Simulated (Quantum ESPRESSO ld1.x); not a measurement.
Results of a calculation; reference values are marked as such.
Q: Sr I, configuration [Kr] 5s2. Level of theory: scalar-relativistic Kohn-Sham, BLYP, spin-unpolarised, spherical densities, point nucleus (ld1.x of Quantum ESPRESSO 7.5). Some entries of the table are withheld. Estimate them.

orbital,occ.,eigenvalue (hartree),<r^2> (bohr^2),<1/r> (bohr^-1)
1s,2,-585.8080,0.002067,39.00
2s,2,-79.3138,0.03507,8.703
2p,6,(1),0.02765,8.498
3s,2,-12.2484,0.2782,2.917
3p,6,-9.4004,0.2904,2.762
3d,10,-4.6957,(2),2.507
4s,2,(3),2.093,0.9922
4p,6,-0.8285,2.848,0.8477
5s,2,-0.1241,21.26,0.2961
4d,0,-0.0412,16.72,0.3997
5p,0,-0.0410,43.63,0.2076

A: 
(1) 2p eigenvalue (hartree): -70.4844
(2) 3d <r^2> (bohr^2): 0.3030
(3) 4s eigenvalue (hartree): -1.4933
